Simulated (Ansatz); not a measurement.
A structure relaxed at PBE-D4/def2-TZVP in Ansatz, charge 0, singlet:

```csv
atom,x (Å),y (Å),z (Å)
Mo1,0.768,-0.846,0.726
Mo2,-0.768,0.846,-0.726
N3,0.026,0.800,0.906
N4,-0.026,-0.800,-0.906
```

Give its formula and point group.

Mo₂N₂. Point group D2h (tolerance 0.1 Å).

Summarise the bond lengths by kind (pairs closer than 1.2 times the sum of covalent radii, bridged metal pairs left out).

4 × Mo–N 1.81 Å.

In the def2 sets Mo takes a core potential; there is no spin–orbit coupling. The restricted singlet is unstable towards broken spin symmetry in Hartree–Fock (as tested in another run); at PBE-D4/def2-TZVP this wasn't settled. An occupied level lies above an empty one. Another isomer (quintet) lies 1.24 eV lower at PBE0-D4/def2-TZVP; other spin states weren't run for this one.
